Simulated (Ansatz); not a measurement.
Mulliken charges of `[F][Mo]([F])([F])(=[S])[Cl]` from PBE/def2-TZVPP in Ansatz (PBE0-D4/def2-TZVP geometry).

```tsv
atom	x (Å)	y (Å)	z (Å)	charge (e)
F1	-1.369	0.743	-0.968	-0.283
Mo2	-0.015	-0.063	-0.024	1.223
F3	-1.040	-1.583	-0.179	-0.296
F4	0.641	-0.864	1.494	-0.283
S5	1.527	-0.214	-1.382	-0.174
Cl6	0.298	1.918	1.014	-0.187
```

Q: By hand: the dipole of these point charges (1 e Å = 4.8032 D).

A: Σ q r = (0.174, 0.104, -0.074) e Å, of length 0.216 e Å = 1.04 D.

Q: How does the dipole of the full density compare? (An estimate is asked.)

A: Ansatz gave: (0.218, 0.063, -0.137) e Å, 1.27 D; the point charges give 0.82 times that, at 17° from its direction.

Point charges leave out the atoms' own dipoles, such as those of lone pairs, and Mulliken's split depends on the basis, so the two needn't agree.
